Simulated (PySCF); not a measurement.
## Property card for VSCl3 (`[S]=[V]([Cl])([Cl])[Cl]`)

VSCl3 (singlet state).
Cartesian coordinates in Å at the PBE0-D3(BJ)/def2-SVP level; atoms count from 1:
```
atom  x, y, z in Å
V1    -0.0042    0.0006    0.0084
S2     0.0206   -0.0339    1.9759
Cl3    1.9993    0.0142   -0.6777
Cl4   -1.0145    1.7571   -0.6200
Cl5   -1.0012   -1.7380   -0.6866
```

PBE0-D3(BJ)/def2-SVP geometry optimisation, gas phase (PySCF):

```yaml
Point_group: C3v
Rotational_constants_A_B_C: 1.325, 1.315, 1.191 GHz
```

**CAM-B3LYP/def2-SVPD ground state and vertical TDDFT (core frozen in the response) (PySCF)**

```yaml
Dipole_moment: 0.77 D
HOMO_energy: -10.01 eV
LUMO_energy: -3.39 eV
HOMO–LUMO_gap: 6.62 eV
Lowest_singlet_excitation: 2.35 eV (528 nm, f = 0.000)
Strongest_line_among_the_15_lowest_singlet_transitions: S12/S13 at 4.03 eV (308 nm, f = 0.045 summed over these states)
Lowest_triplet_excitation_Tamm–Dancoff: 1.88 eV
Static_isotropic_polarisability: 99.7 au
Electronic_spatial_extent_⟨r²⟩_about_the_centre_of_nuclear_charge: 1190 bohr²
```

Monoisotopic mass from the formula: 187.8226 u.

The rotational constants are those of an oblate symmetric top; the small spread among constants that symmetry makes equal is optimisation noise. With B = h/(8π²I), that is 505.379 GHz u Å² over I, the principal moments of inertia are 381.4, 384.4 and 424.5 u Å² (most abundant isotopes). 5 of the 15 computed singlets lie in the visible range (750 to 380 nm, 1.65 to 3.26 eV), with an oscillator strength of 0.011 in sum. In wavenumbers S1 is 19000 cm⁻¹ (1 eV = 8065.54 cm⁻¹). The vertical singlet–triplet gap S1 − T1 is 0.47 eV (TDDFT singlet less Tamm–Dancoff triplet). The dipole matches unit charges of opposite sign 0.16 Å apart (1 e·Å = 4.8032 D). The polarisability is 14.78 Å³ as a volume (1 au = 0.148185 Å³), or 1.11 au for each of the 90 electrons. S1 lies 4.27 eV below the HOMO–LUMO gap.

